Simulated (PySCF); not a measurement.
2-fluoropenta-1,4-diene (C5H7F), SMILES C=CCC(=C)F.

Geometry: PBE0-D3(BJ)/def2-SVP. Other conformers were not sampled.

Two levels are set side by side: TDA-PBE/def2-SVPD (PySCF) and TDA-CAM-B3LYP/def2-SVPD (PySCF). Vertical, same geometry. The lowest singlet is HOMO→LUMO 74 %, HOMO→LUMO+1 23 % with PBE and HOMO→LUMO 68 %, HOMO→LUMO+1 17 % with the other functional; states are paired by order. Differences are taken from unrounded values.

```tsv
quantity	TDA-CAM-B3LYP	TDA-PBE	TDA-PBE minus TDA-CAM-B3LYP
lowest singlet excitation (eV)	6.95	5.28	-1.67
lowest triplet excitation (TDA) (eV)	4.35	4.37	0.02
first bright state (f over 0.05) (eV)	6.95	6.97	0.02
its oscillator strength	0.14	0.07	-0.07
```

Functionals without exact exchange tend to place singlet excitations lower, as here. Differences between two approximate levels are no errors against the true value.

Rough cost on one machine, each run with all the roots and properties that it gave: TDA-CAM-B3LYP against TDA-PBE about 5 times.
